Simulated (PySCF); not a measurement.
Structure with atom numbers: `[O:1]=[S:2](=[O:3])([Cl:4])[C:5]([F:6])([F:7])[F:8]`.

Geometry: PBE0-D3(BJ)/def2-SVP; GIAO shifts from PySCF, gas phase, non-relativistic, averaged over equivalent atoms.

At wB97X-D/pcSseg-1 (150 basis functions, 16 s wall time on 1 thread of an Arm Neoverse V1, shared host):
| atoms | δ (ppm) |
| --- | --- |
| O1/O3 | 308.0 |
| S2 | 345.7 |
| Cl4 | 646.2 |
| C5 | 125.8 |
| F6/F7/F8 | -78.8 |

Shifts are taken against calculated references (same method and geometry level): H2O for ¹⁷O (σref 333.19); ³³S (σref 493.71) vs CS2; ³⁵Cl (σref 939.37) vs HCl; ¹³C (σref 184.54) vs TMS; ¹⁹F (σref 187.16) against CFCl3.

Predict the values at B3LYP/pcSseg-1 on the same geometry.

Answers


| atoms | δ at B3LYP/pcSseg-1 | change |
| --- | --- | --- |
| O1/O3 | 322.0 | +14.0 |
| S2 | 355.8 | +10.1 |
| Cl4 | 661.8 | +15.6 |
| C5 | 128.3 | +2.5 |
| F6/F7/F8 | -86.4 | -7.6 |

δ = σ(ref) − σ, references computed at the same level: ¹⁷O (σref 334.04) vs H2O; ³³S (σref 485.41) against CS2; ³⁵Cl (σref 930.46) against HCl; TMS for ¹³C (σref 179.24); ¹⁹F (σref 171.94) vs CFCl3.

The largest change is at Cl4 (chlorine bonded to S). Cost: 150 basis functions, 12 s wall time on 1 thread of an Arm Neoverse V1, shared host.

Unscaled 19F shifts against computed CFCl3 carry errors that often reach 10 to 50 ppm. Unscaled 17O shifts of doubly bonded oxygen tend to come out too high, by tens of ppm or more. Experimental scales use liquid or dissolved standards, which lie at an offset from isolated H2O (liquid H2O: subtract about 36 ppm).
